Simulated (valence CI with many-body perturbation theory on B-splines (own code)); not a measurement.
Results of a calculation; reference values are marked as such.
**Hyperfine factors and g values of Nb28+**

Method: valence CI with perturbative core correlation (CI+MBPT): three valence electrons over a frozen Dirac-Fock core [Ne], radial functions for each j: 11 s, 11 p, 9 d, 7 f, 5 g, 2 h, 1 i, with the one-electron correlation potential Σ1 (screened to all orders), the two-electron term Σ2, the three-electron term Σ3, Breit, model QED; selected single and double excitations, second order for the rest (own B-spline code, finite nucleus).

The last digits are not significant, and no measured levels were compared; by estimate large intervals hold to a few tenths of a per cent, small ones and those within an open d or f shell to about a per cent.

A/g_I is the dipole constant over the nuclear g factor μ/I (μ in nuclear magnetons, uniformly magnetised nucleus), B/Q the quadrupole constant per barn. Both hold the static response of the core; the bare values leave it out. Large factors of s and p1/2 electrons are usually good to 5 to 10 %; those of open d and f shells near neutrality can be off by tens of per cent, and small factors of p3/2, d and f electrons come from cancelling terms and can be off by a factor of two or in sign, in half-filled shells by more. B is blank for J = 1/2, where it vanishes, and for nearly pure S terms. Energies count from the lowest level.

Names give the largest LS component (configuration and term), which can be under half, so a name can repeat, a term be missing and a line seem to break the LS rules; names also repeat where a configuration has a term twice. Letters in brackets count levels of one name in rising energy.

```tsv
Level	E (cm⁻¹)	g	A/g_I (MHz)	A/g_I bare	B/Q (MHz/b)	B/Q bare
3s²3p ²P°_1/2	0	0.661	155000	150000		
3s²3p ²P°_3/2	181970	1.331	27800	27600	50300	49100
3s3p² ⁴P_1/2	517940	2.525	386000	374000		
3s3p² ⁴P_3/2	629830	1.705	127000	124000	40900	39900
3s3p² ⁴P_5/2	682270	1.466	140000	136000	-5320	-5140
3s3p² ²D_3/2	772650	0.863	-7580	-6670	52400	51100
3s3p² ²P_1/2	848120	1.149	3710	4250		
3s3p² ²D_5/2	855280	1.326	113000	109000	43500	42500
3s3p² ²P_3/2	1023800	1.151	-21600	-19500	-30800	-29900
3s3p² ²S_1/2	1030800	1.654	453000	437000		
3s²3d ²D_3/2	1090800	0.935	-20900	-19200	6510	6670
3s²3d ²D_5/2	1105300	1.200	24700	24600	23200	23400
3p³ ²D°_3/2	1339300	1.224	15400	16200	40400	39500
3s3p3d ⁴F°_3/2	1434200	0.661	-37200	-35200	9610	9760
3p³ ²D°_5/2	1437600	1.159	86100	83900	-18200	-17400
3p³ ⁴S°_3/2	1469400	1.314	-21000	-18500	-3800	-3570
3s3p3d ⁴F°_5/2	1483500	1.086	37000	36500	6330	6660
3s3p3d ⁴F°_7/2	1530900	1.255	81700	79700	5760	6380
3s3p3d ⁴D°_3/2	1556100	1.343	60700	60000	9930	9790
3s3p3d ⁴P°_5/2	1556500	1.452	82800	81100	17000	17100
3s3p3d ⁴D°_1/2	1559000	0.287	-157000	-151000		
3p³ ²P°_1/2	1582100	0.650	124000	119000		
3s3p3d ⁴F°_9/2	1642500	1.331	68000	66600	61800	61100
3s3p3d ²F°_5/2 [a]	1652700	0.936	24500	24200	35300	35100
3s3p3d ²D°_3/2 [a]	1664500	1.150	4450	5340	-5060	-4920
3s3p3d ⁴D°_5/2	1685900	1.340	78800	77200	-4120	-4210
3s3p3d ⁴D°_7/2	1686500	1.385	79600	78000	-1660	-1400
3s3p3d ⁴P°_1/2	1689200	2.409	261000	254000		
3s3p3d ²P°_3/2 [a]	1693300	1.071	-1440	-470	-15700	-15100
3s3p3d ⁴P°_3/2	1695300	1.533	69500	68800	-18900	-18800
3s3p3d ²D°_5/2 [a]	1743400	1.268	97800	95100	-18800	-18100
3s3p3d ²F°_7/2 [a]	1812000	1.142	11500	12100	61300	60700
3s3p3d ²D°_3/2 [b]	1812500	1.065	2090	2940	-10100	-9640
3s3p3d ²F°_7/2 [b]	1888200	1.159	54300	53200	53600	53100
3s3p3d ²F°_5/2 [b]	1892100	0.901	-25200	-23400	45900	45400
3s3p3d ²P°_1/2 [a]	1895200	0.644	-149000	-142000		
3s3p3d ²P°_1/2 [b]	1926500	0.659	63100	61000		
3s3p3d ²P°_3/2 [b]	1949600	1.243	116000	113000	10700	10900
3s3p3d ²D°_5/2 [b]	1957300	1.149	-28100	-26000	-26100	-25000
3s3p3d ²P°_3/2 [c]	1968200	1.100	-1510	-325	-38500	-37500
```

Problem. Take the isotope of mass number 93, with I = 9/2, μ = 6.163 μN and Q = -0.32 b. What is the hyperfine structure of 3s3p² ⁴P_3/2?

Solution. From the table A = 174000 MHz, B = -13100 MHz. Shifts from the centre of gravity in MHz: F = 3: -1440000, F = 4: -737000, F = 5: 136000, F = 6: 1170000.
